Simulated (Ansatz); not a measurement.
Total energies of `[CH2][GeH2][OH]` radical.

Z-matrix (Å, degrees):
```
Ge
O 1 1.784
C 1 1.908 2 103.9
H 1 1.546 2 109.6 3 -120.5
H 1 1.546 2 109.6 3 120.6
H 2 0.959 1 112.9 3 -179.5
H 3 1.084 1 120.5 2 0.8
H 3 1.084 1 122.8 2 -179.2
```

Charge 0, multiplicity 2. Correlated methods include outer-core shells of Ge, which these sets cover unevenly. Scalar relativity is left out up to krypton. Geometry: relaxed with PBE0-D4/def2-TZVP. It is one conformer, not always the lowest. Basis def2-TZVPP, Ansatz.

RPA on PBE orbitals: Hartree–Fock energy of these orbitals -2190.98459 Eh, correlation -1.05225 Eh (frozen core).

```
             functional  energy without D4 (Eh)  D4 term (kJ/mol)
            LDA (SPW92)             -2189.23531                 –
                 revPBE             -2193.14555             -35.4
                   BLYP             -2193.35978             -25.6
                 r2SCAN             -2193.27655              -2.7
                   PBE0             -2192.95007              -9.6
                r2SCANh             -2193.26292              -2.9
                r2SCAN0             -2193.24367              -3.2
HSE06 (plane-wave form)             -2192.94438              -9.0
              CAM-B3LYP             -2193.41811              -9.7
                LC-ωPBE             -2193.00758                 –
                ωB97X-V             -2193.11501                 –
                ωB97M-V             -2193.17210                 –
                 B2PLYP             -2192.88751                 –
               PBE-QIDH             -2192.60908                 –
```

Give the same for PBE, B97M-V, B3LYP, BHLYP. (Best estimate.)

The calculation gave: 
```csv
functional,energy without D4 (Eh),D4 term (kJ/mol)
PBE,-2192.88479,-11.5
B97M-V,-2192.93485,–
B3LYP,-2193.39680,-18.7
BHLYP,-2193.26397,-14.3
```

B3LYP takes the VWN-RPA correlation (the form of Gaussian; ORCA's B3LYP/G). HSE06 is the plane-wave form, built on full-range PBE exchange. The double hybrids freeze the cores in their second-order part.

LC-ωPBE has ω = 0.4 bohr⁻¹.
